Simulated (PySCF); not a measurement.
## [Yb(H2O)2]2+ at several levels of theory

Computed with PySCF 2.14.0 (density fitting, no spin-orbit coupling) at the geometry relaxed with PBE0:

```xyz
7
[Yb(H2O)2]2+ (singlet)
Yb   -1.0290    0.3773    0.0115
O     0.1827   -0.1004    1.9104
H     0.9899    0.3422    2.2322
H    -0.0056   -0.7667    2.5968
O     0.1588   -0.0338   -1.9136
H     0.8997   -0.6534   -2.0419
H     0.0296    0.3611   -2.7955
```

```tsv
level	basis	state	HOMO (eV)	gap (eV)	charge on Yb1 (e)	population of f-type functions on Yb1 (core shells left out)	dipole about the centre of mass (D)	largest force component (eV/Å)
PBE0	Yb def2-SVP with ECP28, O def2-SVP, H def2-SVP	singlet	-16.86	5.88	1.57	14.00	2.50	0.02
CAM-B3LYP	the same	singlet	-18.28	7.90	1.53	14.00	2.54	0.14
PBE0	Yb def2-TZVP with ECP28, O def2-TZVP, H def2-TZVP	singlet	-16.87	5.82	1.69	14.01	2.46	0.33
```

Charges are Mulliken's, which hang on the basis. The relaxation used the grid (50, 194), these runs (75, 302) or, all-electron (x2c bases, spin-free X2C Hamiltonian), (99, 590).

Q: What does TPSSh with Yb def2-SVP with ECP28, O def2-SVP, H def2-SVP give here?

A: state singlet, HOMO (eV) -14.96, gap (eV) 3.67, charge on Yb1 (e) 1.55, population of f-type functions on Yb1 (core shells left out) 14.00, dipole about the centre of mass (D) 2.54, largest force component (eV/Å) 0.27. Time: 11 s on 2 threads of Arm Neoverse V1, with other jobs on the host, from an already converged density.

In the first row's basis the gap widens with exact exchange: 3.7 to 5.9 eV for TPSSh, PBE0 (a fixed share); 7.9 eV for CAM-B3LYP (rising or full at long range).

A frequency check found unstable modes (1, the lowest at -39 cm⁻¹), so the relaxed geometry is a saddle point, or these are noise.
